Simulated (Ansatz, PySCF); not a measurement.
Reaction (SMILES): CCS [ethanethiol] → [CH2]C + [SH] (HS) (the C-S bond at the site shown breaks; other sites are not compared here)
Each molecule is optimised on its own at B3LYP-D3(BJ)/def2-TZVP (Ansatz, a quantum-chemistry and plane-wave program), one conformer each, not searched for the lowest.

Property: bond dissociation energy (enthalpy at 298 K, with B3LYP-D3(BJ) rigid-rotor harmonic-oscillator terms from PySCF), in eV. Correlated levels leave the core frozen unless marked. UHF or UKS for open shells. Spin-orbit coupling is left out. No relativistic terms. CBS(X,Y): correlation extrapolated as X^-3; Hartree-Fock from the larger set. The bracket is a focal-point correction in the basis named.

| level | program | bond dissociation energy (eV) | minus last row |
|---|---|---|---|
| BLYP-D4/def2-TZVPD | Ansatz + dftd4 | 2.99 | -0.24 |
| B3LYP/def2-TZVPD | Ansatz | 2.88 | -0.35 |
| PBE0/def2-TZVP | Ansatz | 3.08 | -0.15 |
| HSE06-D3(BJ)/def2-TZVPD | Ansatz + dftd3 | 3.14 | -0.09 |
| LC-wPBE-D4/def2-TZVPD | Ansatz + dftd4 | 3.08 | -0.15 |
| RPA@PBE/cc-pV(T+d)Z | Ansatz | 2.95 | -0.28 |
| MP2/cc-pV(T+d)Z | Ansatz | 3.32 | 0.09 |
| CCSD/cc-pwCVTZ | Ansatz | 2.96 | -0.27 |
| CCSD(T)/cc-pV(D+d)Z | Ansatz | 2.94 | -0.29 |
| RI-MP2/CBS(aug-cc-pV(T+d)Z,aug-cc-pV(Q+d)Z)+[CCSD(T)-MP2]/aug-cc-pV(T+d)Z | Ansatz | 3.23 | 0.00 |
